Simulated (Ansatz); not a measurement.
Gas-phase electronic energies from Ansatz, PBE0-D4/def2-TZVP geometries. CCSD(T)/CBS adds triple-zeta CCSD(T) − MP2 to the extrapolated MP2 energy (def2 sets, frozen cores). DFT in def2-TZVPP. Each species was taken in one conformer, which may not be the lowest.

Consider the formal exchange of groups at the Al–H bond: `B[CH2][AlH2]` + `C=C(Cl)C(C)O` → `B[CH2][AlH][OH]` + `C=C(Cl)CC`.

Q: Is it downhill or uphill in electronic energy at CCSD(T)/CBS, and by how much? (Estimate.)

A: Ansatz gave: Downhill: ΔE = -226.4 kJ/mol.

Q: What do these levels give: PBE0-D4, ωB97X-V, PBE0, HF/def2-TZVPP, CCSD/def2-TZVPP, CCSD/CBS(def2)? (Best estimate.)

A: Ansatz gave: PBE0-D4 -218.2, ωB97X-V -217.2, PBE0 -219.7, HF/def2-TZVPP -223.2, CCSD/def2-TZVPP -224.6, CCSD/CBS(def2) -227.5 kJ/mol.

Largest T1 diagnostic among the species: 0.013.
